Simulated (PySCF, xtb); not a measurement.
C2H9NSi, SMILES CN[SiH2]C.

GFN2-xTB (xtb 6.7.1) at its own geometry gives an orbital gap of 5.66 eV and a dipole moment of 0.96 D.

Coordinates come from a B3LYP-D3(BJ)/def2-SVP optimisation. The values are those of a single conformer.

Problem. What does r2SCAN/def2-TZVP in PySCF give? (An estimate is asked for; the answer gives what the named calculation found.)

Solution. gap 6.10 eV (levels -5.52 and 0.58 eV), dipole 0.90 D.
